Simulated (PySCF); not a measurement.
PySCF 2.14 output of an unrestricted revPBE calculation on a single atom or ion in x2c-TZVPPall with one added diffuse shell each of s, p, d, f type (12s8p8d5f2g, 129 functions), with the spin-free X2C one-electron Hamiltonian (Gaussian nucleus):

```
SCF conv_tol = 1e-09
number electrons alpha = 31  beta = 27
    Y. Zhang and W. Yang.,  Phys. Rev. Lett. 80, 890 (1998)
    J. P. Perdew, K. Burke, and M. Ernzerhof.,  Phys. Rev. Lett. 77, 3865 (1996)
    J. P. Perdew, K. Burke, and M. Ernzerhof.,  Phys. Rev. Lett. 78, 1396 (1997)
cycle= 1 E= -9236.27727130099  delta_E= -0.0246  |g|= 0.109  |ddm|= 0.336
cycle= 2 E= -9236.27398092552  delta_E= 0.00329  |g|= 0.174  |ddm|= 0.22
cycle= 3 E= -9236.27930861289  delta_E= -0.00533  |g|= 0.0054  |ddm|= 0.127
cycle= 4 E= -9236.27930974931  delta_E= -1.14e-06  |g|= 0.00116  |ddm|= 0.0169
cycle= 5 E= -9236.27930995895  delta_E= -2.1e-07  |g|= 0.000245  |ddm|= 0.004
cycle= 6 E= -9236.27931001955  delta_E= -6.06e-08  |g|= 0.000102  |ddm|= 0.00103
cycle= 7 E= -9236.27931007457  delta_E= -5.5e-08  |g|= 0.000129  |ddm|= 0.00103
cycle= 8 E= -9236.27930996187  delta_E= 1.13e-07  |g|= 6.1e-05  |ddm|= 0.00275
cycle= 9 E= -9236.27930995037  delta_E= 1.15e-08  |g|= 2.72e-06  |ddm|= 0.00127
cycle= 10 E= -9236.27930995037  delta_E= 3.64e-12  |g|= 1.4e-06  |ddm|= 4.4e-05
converged SCF energy = -9236.27930995037  <S^2> = 6.0015306  2S+1 = 5.0006122
```

The run itself started from symmetry-adapted Hartree-Fock orbitals and held the occupation by maximum overlap, on a logarithmic radial grid, so the iterations belong to that start.

Question: Which element, charge and spin multiplicity is this?

Answer: Pr⁺ (praseodymium, charge +1), multiplicity 5; the state was [Xe] 4f3 5d1, one real determinant (an excited configuration).

⟨L²⟩ = 40.01 against 72 for a pure L term, so this real determinant mixes terms. Spin-orbit coupling, absent here, splits the open shell strongly.
